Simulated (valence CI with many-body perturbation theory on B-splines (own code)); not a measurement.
**Sensitivity of CI+MBPT for K XIII**

Computed by valence CI with perturbative core correlation (CI+MBPT): five valence electrons over a frozen Dirac-Fock core [He], radial functions for each j: 6 s, 6 p, 5 d, 3 f, 1 g, with the one-electron correlation potential Σ1 (screened to all orders), the two-electron term Σ2, the three-electron term Σ3, Breit, model QED; selected single and double excitations, second order for the rest, scaled by the run's own slope (own B-spline code, finite nucleus).

No measured spectrum was set against this ion. As an estimate, levels of excited configurations hold to 0.05 to 0.15 % of their energy, terms of the ground configuration to about 0.5 %. Among the levels kept, up to 2300 cm⁻¹ of a level comes from second order outside the variational space, and about a tenth of that is noise between levels of different J, which matters for small intervals.

The reference run has the lowest level 2s²2p³ ⁴S°_3/2 and an ionisation energy of 714.300 eV. Its largest variational space holds 12130 state functions.

Changed runs:
A. scale of Σ2 1 → 0.8
B. correlating orbitals by l 3 3 3 2 1 → 4 4 0 0 0
C. correlating orbitals by l 3 3 3 2 1 → 2 5 5 1 2; scale of Σ1 1 → 0
D. box radius (bohr) 4.4898 → 1.28 (bad on purpose)

Excitation energies of the reference run in cm⁻¹, and shifts in cm⁻¹:

| Level | Reference | A | B | C | D |
| --- | --- | --- | --- | --- | --- |
| 2s²2p³ ²D°_3/2 | 101128 | -82 | +3211 | +46 | +63 |
| 2s²2p³ ²D°_5/2 | 106266 | -76 | +3440 | +14 | +69 |
| 2s²2p³ ²P°_1/2 | 161337 | -156 | +1194 | +68 | +100 |
| 2s²2p³ ²P°_3/2 | 168750 | -149 | +1378 | +31 | +105 |
| 2s2p⁴ ⁴P_5/2 | 480743 | +91 | +649 | +1114 | +21 |
| 2s2p⁴ ⁴P_3/2 | 496480 | +89 | +642 | +1081 | +43 |
| 2s2p⁴ ⁴P_1/2 | 503967 | +88 | +669 | +1069 | +53 |
| 2s2p⁴ ²D_3/2 | 662595 | +163 | +7092 | +1153 | +167 |
| 2s2p⁴ ²D_5/2 | 663678 | +162 | +7049 | +1143 | +154 |
| 2s2p⁴ ²S_1/2 | 770899 | +118 | +5951 | +1193 | +280 |
| 2s2p⁴ ²P_3/2 | 802572 | +483 | +10029 | +1230 | +282 |
| 2s2p⁴ ²P_1/2 | 823728 | +451 | +9713 | +1181 | +303 |
| Ionisation energy (eV) | 714.300 | -0.0043 | -0.587 | -0.244 | -0.129 |
